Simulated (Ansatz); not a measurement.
Frontier orbitals of C2H6OSi2 (`[SiH3]C1=C[SiH2]O1`).

Total charge 0; spin multiplicity 1. Geometry: relaxed with PBE0-D4/def2-TZVP. Basis def2-TZVPP, Ansatz.

Orbital energies of one run (eV). Highest occupied ones, from the top: -7.29, -8.56, -9.65, -9.92, -10.26, -10.29, -12.26, -12.33, -12.88, -14.71, -15.19, -17.48, -21.73, -30.11. Empty: -0.65, -0.15, 0.94, 1.60, 1.80, 2.08.

Task: Which functional gave them?
A. revPBE
B. HSE06 (plane-wave form)
C. BLYP
D. r2SCAN0

Result: D. HOMO energies: r2SCAN0 -7.29, revPBE -5.87, BLYP -5.77, HSE06 -6.73 eV.
